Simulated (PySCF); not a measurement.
Vertical excitations of a molecule C₂H₈AlNO from PySCF 2.14.0 with TDA-ωB97X/def2-SVPD, as energy in eV (oscillator strength): 6.26 (0.065), 7.21 (0.028), 7.29 (0.002), 7.68 (0.081), 7.83 (0.195), 7.91 (0.007), 8.01 (0.000), 8.17 (0.019), 8.22 (0.020), 8.37 (0.175). Lowest triplet (TDA): 6.03 eV. Geometry: PBE-D3(BJ)/def2-SVP. The values are those of a single conformer.

Which molecule gave these data?
(A) C[NH][Al]([CH3])[OH]
(B) C[CH2][Al]([NH2])[OH]
(C) C[O][Al]([CH3])[NH2]
(D) C[NH][AlH][O]C

C, C[O][Al]([CH3])[NH2]
